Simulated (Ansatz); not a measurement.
Cl2Ge, SMILES `[Cl][Ge][Cl]` (lower singlet) (charge 0, multiplicity 1). This singlet lies 2.59 eV below the relaxed triplet at the level frozen-core CCSD(T)/cc-pVTZ // B3LYP-D3(BJ)/def2-TZVP (Ansatz, a first-principles code).

Level of theory: Ansatz with CAM-B3LYP/cc-pVTZ // B3LYP-D3(BJ)/def2-TZVP.

Ansatz 0.2 input:
```yaml
crystal:
  periodic: [false, false, false]
  atoms:
    - { symbol: Cl, position_ang: [1.693819, -0.468301, -0.000005] }
    - { symbol: Ge, position_ang: [-0.001259, 0.941129, -0.000002] }
    - { symbol: Cl, position_ang: [-1.69256, -0.472828, 0.000007] }
basis:
  gaussian: { orbitals: cc-pVTZ }
hamiltonian:
  xc: cam_b3lyp
```

Output:

```
Functional definition: CAM-B3LYP
983 factors; their error is unknown
171 factors; integrals over basis functions are off by at most 2.0e-5 eV
mean field evaluation 1: about -81570.4561 eV, gradient 2.3e1 eV
mean field evaluation 2: about -81570.0951 eV, gradient 2.9e1 eV
mean field evaluation 4: about -81571.8471 eV, gradient 5.4e-1 eV
mean field evaluation 8: about -81572.1187 eV, gradient 3.4e-1 eV
mean field evaluation 16: about -81572.1188 eV, gradient 6.5e-5 eV
mean field -81572.11879510 eV, -2997.7200741518 hartree, gradient 6.5e-5 eV, S^2 0.000000; 0 other end points of the search recorded, 0 dependent functions left out
reference -81572.11890220 eV, -2997.7200780879 hartree; 33, 33 occupied and 78, 78 virtual orbitals, 983 factors
Total energy: -81572.11890220 eV, -2997.7200780879 hartree
```
